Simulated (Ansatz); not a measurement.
Reactions of C2H4OSi (`[SiH3]C1=CO1`).

Isolated molecules relaxed with PBE0-D4/def2-TZVP in Ansatz; ΔE leaves out vibrations. CBS: MP2 limit from def2 TZ/QZ plus the TZ coupled-cluster correction, frozen cores. This one scheme is used for every species, atoms too. Functionals use def2-TZVPP. Open shells (•) are unrestricted, without spin–orbit coupling. Spin–orbit coupling would lower the free atoms: a little for C, O, Si. Each species was taken in one conformer, which may not be the lowest.

```json
{"reaction": "`[SiH3]C1=CO1` → `C#C[SiH2]O`", "PBE0-D4 (kcal/mol)": "-80.4", "LDA (SPW92) (kcal/mol)": "-73.9"}
{"reaction": "`[SiH3]C1=CO1` + `OBF` → `OB(F)C1=CO1` + SiH₄", "PBE0-D4 (kcal/mol)": "-4.8", "LDA (SPW92) (kcal/mol)": "-6.4"}
{"reaction": "`[SiH3]C1=CO1` → 2 C• + 4 H• + O• + Si•", "PBE0-D4 (kcal/mol)": "677.1", "LDA (SPW92) (kcal/mol)": "791.8"}
{"reaction": "`[SiH3]C1=CO1` + CH₄ → `CC1=CO1` + SiH₄", "PBE0-D4 (kcal/mol)": "11.9", "LDA (SPW92) (kcal/mol)": "11.0"}
{"reaction": "`[SiH3]C1=CO1` → `C1=C[SiH2]O1`", "PBE0-D4 (kcal/mol)": "-80.4", "LDA (SPW92) (kcal/mol)": "-79.7"}
```

(1) Give the CCSD(T)/CBS values in the same order. (An estimate is asked.)

Largest T1 diagnostic: 0.029, for `CC1=CO1`, so its coupled-cluster energy is less sure.

## Answers

(1) The calculation gave: -87.0, -2.1, 676.9, 13.6, -79.0 kcal/mol.
